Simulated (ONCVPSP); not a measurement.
**Fe: what ONCVPSP 4.0.1 does with a changed input**

Command:

```bash
oncvpspr.x < Fe.dat > Fe.out
```

Input:

```
# ATOM AND REFERENCE CONFIGURATION
# atsym  z   nc   nv     iexc    psfile
  Fe 26.00    3    4  -001012      upf
#
#   n    l    f
    1    0    2.00
    2    0    2.00
    2    1    6.00
    3    0    2.00
    3    1    6.00
    3    2    6.00
    4    0    1.75
#
# PSEUDOPOTENTIAL AND OPTIMIZATION
# lmax
    2
#
#   l,   rc,      ep,       ncon, nbas, qcut
    0    1.25    0.00    4    8    9.20
    1    1.00    0.00    3    7   13.90
    2    1.00    0.00    4    9   17.60
#
# LOCAL POTENTIAL
# lloc, lpopt,  rc(5),   dvloc0
    2    5    1.00    0.00
#
# VANDERBILT-KLEINMAN-BYLANDER PROJECTORs
# l, nproj, debl
    0    2    3.90
    1    1    1.10
    2    5    2.40
#
# MODEL CORE CHARGE
# icmod, fcfact, rcfact
    3    1.75    1.60
#
# LOG DERIVATIVE ANALYSIS
# epsh1, epsh2, depsh
   -5.00    5.00    0.04
#
# OUTPUT GRID
# rlmax, drl
    6.00    0.01
#
# TEST CONFIGURATIONS
# ncnf
    4
# nvcnf
#   n    l    f
    4
    3    0    2.00
    3    1    6.00
    3    2    6.00
    4    0    2.00
#
    4
    3    0    2.00
    3    1    6.00
    3    2    6.00
    4    0    1.00
#
    4
    3    0    2.00
    3    1    6.00
    3    2    6.00
    4    0    0.00
#
    5
    3    0    2.00
    3    1    6.00
    3    2    6.00
    4    0    1.00
    4    1    1.00
#
```

This is an input that runs to its end, with one change: nproj of l = 2 set to 5.

Question: How does the run end?

Answer: The program runs through. Ghost flags: GHOST(+) s at 263.5 eV; the largest excitation error among the 4 tests with output is 2.17 meV, as for the unchanged input.

```

Test configuration 3

   n   l kap    f        eae           eps        diff
   1   0  -1  2.0000 -257.26372924
   2   0  -1  2.0000  -30.71965413
   2   1  -2  4.0000  -26.16390496
   2   1   1  2.0000  -26.62157502
   3   0  -1  2.0000   -4.11708634   -4.11671277    3.74E-04
   3   1  -2  4.0000   -2.86483277   -2.86459268    2.40E-04
   3   1   1  2.0000   -2.92176229   -2.92149748    2.65E-04
   3   2  -3  3.6000   -0.95440947   -0.95694253   -2.53E-03
   3   2   2  2.4000   -0.96024876   -0.95694253    3.31E-03
   4   0  -1  0.0000   -0.74808833   -0.74808833    0.00E+00

    Total energies and differences
      AE_ref= -1.27015670E+03  AE_tst= -1.26927916E+03  dif=  8.78E-01
      PS_ref= -1.23866809E+02  PS_tst= -1.22989345E+02  dif=  8.77E-01
      PSP excitation error=  7.98E-05

Test configuration 4

   n   l kap    f        eae           eps        diff
   1   0  -1  2.0000 -256.63851770
   2   0  -1  2.0000  -30.10885098
   2   1  -2  4.0000  -25.55178383
   2   1   1  2.0000  -26.00932866
   3   0  -1  2.0000   -3.49933412   -3.49924259    9.15E-05
   3   1  -2  4.0000   -2.24666009   -2.24660239    5.77E-05
   3   1   1  2.0000   -2.30370937   -2.30361696    9.24E-05
   3   2  -3  3.6000   -0.34405419   -0.34625778   -2.20E-03
   3   2   2  2.4000   -0.34972710   -0.34625778    3.47E-03
   4   0  -1  1.0000   -0.24104117   -0.24097630    6.49E-05
   4   1  -2  0.6667   -0.08201453   -0.08204318   -2.87E-05
   4   1   1  0.3333   -0.08406809   -0.08407970   -1.16E-05

    Total energies and differences
      AE_ref= -1.27015670E+03  AE_tst= -1.27006134E+03  dif=  9.54E-02
      PS_ref= -1.23866809E+02  PS_tst= -1.23771517E+02  dif=  9.53E-02
      PSP excitation error=  6.87E-05
```
